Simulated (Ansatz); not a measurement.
`CCS[Si](O)(O)O` + `[SiH3]SS` → `O[Si](O)(O)S` + `CCSS[SiH3]`  (redistribution)

Program: Ansatz. Geometries: PBE0-D4/def2-TZVP. ΔE: electronic, gas phase. CBS: MP2 limit from def2 TZ/QZ plus the TZ coupled-cluster correction, frozen cores. One conformer a species, not always the lowest.

```tsv
species	CCSD(T)/CBS(def2) energy (Eh)
`CCS[Si](O)(O)O`	-993.50506
`[SiH3]SS`	-1087.04745
`O[Si](O)(O)S`	-914.98604
`CCSS[SiH3]`	-1165.57385
```

(1) Work out ΔE.

Largest T1 diagnostic among the species: 0.012.

Answers

(1) ΔE = (-914.98604) + (-1165.57385) − (-993.50506) − (-1087.04745) = -0.00738 Eh = -4.6 kcal/mol.

In def2-TZVPP, CCSD(T) changes the Hartree–Fock value by −0.7 kcal/mol (the triples alone add −0.2 kcal/mol) and MP2 by −1.4 kcal/mol.
